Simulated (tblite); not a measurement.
Compound: C4H9Cl2FSi2.
Atom-mapped SMILES: `[F:1]/[CH:2]=[C:3](/[SiH3:4])[CH2:5][SiH2:6][CH:7]([Cl:8])[Cl:9]` (hydrogens: H10 on C2; H11, H12, H13 on Si4; H14, H15 on C5; H16, H17 on Si6; H18 on C7)

Computed with GFN2-xTB (tblite), gas phase: L-BFGS steps from a force-field or distance-geometry start until the largest atomic force falls under 0.01 eV/Å.

Geometry at step 0:
```
atom  x, y, z in Å
F1     -1.2584    2.5476   -0.9967
C2     -1.9497    1.4302   -0.7084
C3     -1.3086    0.2530   -0.5058
Si4    -2.2914   -1.2784   -0.1365
C5      0.1867    0.1235   -0.6546
Si6     1.1855    0.1336    0.9365
C7      3.0027   -0.0326    0.6464
Cl8     3.6012    1.3153   -0.3421
Cl9     3.3476   -1.5863   -0.1570
H10    -3.0106    1.6280   -0.6363
H11    -2.7056   -1.2617    1.2947
H12    -3.5035   -1.3388   -0.9848
H13    -1.4515   -2.4789   -0.3659
H14     0.5670    0.9490   -1.2848
H15     0.4227   -0.7761   -1.2253
H16     0.8922    1.3816    1.7128
H17     0.7011   -0.9725    1.8090
H18     3.5637   -0.0301    1.5871
```

Question: Give the atomic forces at this geometry.

Answer: 
| atom | Fx (eV/Å) | Fy (eV/Å) | Fz (eV/Å) |
| --- | --- | --- | --- |
| F1 | 0.017 | 0.221 | -0.048 |
| C2 | 1.020 | -1.417 | 0.353 |
| C3 | -0.205 | 1.521 | -0.404 |
| Si4 | -0.549 | -0.786 | 0.460 |
| C5 | -0.087 | 0.555 | -0.917 |
| Si6 | -2.298 | 0.344 | 1.285 |
| C7 | 1.311 | -0.198 | 0.033 |
| Cl8 | 0.064 | -0.014 | 0.006 |
| Cl9 | 0.033 | 0.071 | 0.025 |
| H10 | 0.142 | -0.173 | -0.010 |
| H11 | 0.110 | -0.002 | -0.378 |
| H12 | 0.250 | 0.024 | 0.137 |
| H13 | -0.184 | 0.303 | 0.000 |
| H14 | -0.197 | -0.078 | 0.206 |
| H15 | -0.132 | -0.167 | 0.088 |
| H16 | 0.317 | -0.329 | -0.333 |
| H17 | 0.316 | 0.126 | -0.223 |
| H18 | 0.073 | 0.000 | -0.279 |

The largest, 2.66 eV/Å, acts on Si6; the rms over all components is 0.577 eV/Å. The forces sum to zero within rounding, as they must for an isolated molecule in no field.

Question: Give the force on Si6 in Eh/bohr and in nN.

Answer: 2.655 eV/Å ÷ 51.422 = 0.05164 Eh/bohr, and 2.655 eV/Å × 1.602 = 4.25 nN.

Question: How far is this geometry from the end of the optimisation?

Answer: 0.267 eV above it, and 0.693 Å rms away after alignment. The bonds farthest from their final lengths, with half the difference of the two atoms' forces along the bond (positive lengthens):

| bond | now (Å) | final (Å) | force along bond (eV/Å) |
| --- | --- | --- | --- |
| Si6–C7 | 1.848 | 1.928 | +1.90 |
| Si6–H16 | 1.499 | 1.461 | -0.96 |
| C2=C3 | 1.356 | 1.323 | -1.62 |
| C3–Si4 | 1.857 | 1.884 | +1.13 |
| Si4–H11 | 1.490 | 1.464 | -0.49 |
| Si6–H17 | 1.490 | 1.466 | -0.79 |

The angle farthest from its final value is H16–Si6–H17, 104.6° against 112.5°.

Of the 6 listed bonds off by 0.010 Å or more, this force points towards the final length in 6.

What follows is the cost of the whole relaxation. Time: 1.4 s of wall time. Hardware: one thread, Arm Neoverse V1 (aarch64), shared host.
